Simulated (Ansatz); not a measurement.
Several solutions for quartet Mn

A single Mn atom.

Basis set: def2-SVP (spherical functions). Charge 0, multiplicity 4.

UHF was run from several starts with Ansatz (development build ahead of 0.2.0).

```json
{"run": "A", "program": "Ansatz", "start": "atomic start, no search", "converged": "yes", "energy (hartree)": "-1149.53441", "<S²>": "4.76"}
{"run": "B", "program": "Ansatz", "start": "search for the lowest state", "converged": "yes", "energy (hartree)": "-1149.57989", "<S²>": "4.76"}
{"run": "C", "program": "Ansatz", "start": "stability test followed", "converged": "yes", "energy (hartree)": "-1149.53441", "<S²>": "4.76"}
```

Which runs reached the lowest solution of this kind, and what is wrong with the others?

B reached the lowest solution found. Converged but too high: A by 1.24 eV, C by 1.24 eV. Convergence only shows a stationary point, and even a stable one can lie too high; stability tests and further starts are what find lower ones. Caution: another spin multiplicity may lie lower. Caution: the unrestricted determinant is a mixture of spin states.
